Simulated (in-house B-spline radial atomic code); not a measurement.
# PBE excitations of Ge2+

Method: PBE. Computed with a B-spline radial code for spherical atoms: linear response of the closed shell [Ar] 3d10 4s2 with the functional's adiabatic kernel; non-relativistic, point nucleus, no spin-orbit coupling, no double excitations, S, P, D and F terms only; shells from n = 2 respond. Only terms of natural parity with L up to 3 were computed.

Without relativity these are model numbers for so heavy an element.

Command:
```bash
python run_td.py task.json out
```
Settings (radii: box in bohr, nucleus in fm):
```
Z                        32
electrons                30
configuration            [Ar] 3d10 4s2
hamiltonian              nr
method                   pbe,pbe
box_radius               29.48
intervals                56
```

Run time, properties included: 0.8 s on 1 thread of Intel(R) Xeon(R) Platinum 8488C (Sapphire Rapids), with other jobs on the host.

The lowest states, in the order of their Tamm-Dancoff energies; the method's threshold (minus the highest occupied level) is 28.784 eV. Labels give the largest channel, * marks a mixed state, and oscillator strengths are full-response dipole values. Semilocal kernels can invert the small singlet-triplet splittings of Rydberg terms. Energies in eV:

```csv
state,full response,Tamm-Dancoff,oscillator strength
4s → 4p 3P,7.535,7.675,-
4s → 4p 1P,11.172,11.674,1.63
4s → 5s 3S,18.801,18.806,-
4s → 4d 3D,18.947,18.977,-
4s → 5s 1S,?,?,-
4s → 4d 1D,?,?,-
4s → 5p 3P,21.251,21.260,-
4s → 5p 1P,21.600,21.651,0.00279
4s → 6s 3S,24.177,24.178,-
4s → 6s 1S,24.319,24.326,-
4s → 5d 3D,24.467,24.472,-
4s → 4f 3F,24.613,24.618,-
4s → 5d 1D,24.616,24.618,-
4s → 4f 1F,24.651,24.653,-
```

**Question.** Where does 4s → 4d 1D lie?

**Answer.** At 19.620 eV in full response, 19.630 eV in Tamm-Dancoff.

**Question.** Where does 4s → 5s 1S lie?

**Answer.** At 19.430 eV in full response, 19.456 eV in Tamm-Dancoff.

**Question.** How large is the singlet-triplet splitting of 4s → 4p (P terms) in Tamm-Dancoff?

**Answer.** 4 eV, from the unrounded values.

**Question.** What polarisabilities and dispersion coefficient does the method give?

**Answer.** Dipole 10.82 bohr³, quadrupole 32.92 bohr⁵, C6 42.53 hartree·bohr⁶ for two such species.
